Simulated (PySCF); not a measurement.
A structure optimised at B3LYP-D3(BJ)/def2-SVPD, used in a PySCF frequency run:

```xyz
4

Sn     0.0000     0.0000     1.0502
I      2.2197    -1.2815    -0.3303
I     -2.2197    -1.2815    -0.3303
I      0.0000     2.5631    -0.3303
```
Charge -1, spin multiplicity 1.

### Question
Write its SMILES, formula and point group.

### Answer
[I][Sn-]([I])[I], I3Sn, C3v

### Question
What are its rotational constants (standard atomic weights)?

### Answer
0.35515, 0.35515, 0.20206 GHz
